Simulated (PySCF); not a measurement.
All values below come from TPSSh-D3(BJ)/def2-TZVP // B3LYP-D3(BJ)/def2-TZVP (PySCF). Isolated molecules, 0 K electronic values unless said otherwise. One relaxed conformer stands for a flexible species; it need not be the lowest. 

Reference species (SMILES): `C(=[SiH2])O[SiH3]` (Si–C–O–Si torsion 0°) (neutral, multiplicity 1).

The HOMO–LUMO gap is 4.03 eV and the S1 oscillator strength comes out as 0.001.

Changed species: `C/[SiH]=[SiH]/O` (Si–Si–O–H torsion 129°).

Question: Predict the effect on the HOMO–LUMO gap and S1 oscillator strength.

Answer: the HOMO–LUMO gap falls by 0.98 eV, to 3.05 eV; the S1 oscillator strength is nearly the same.
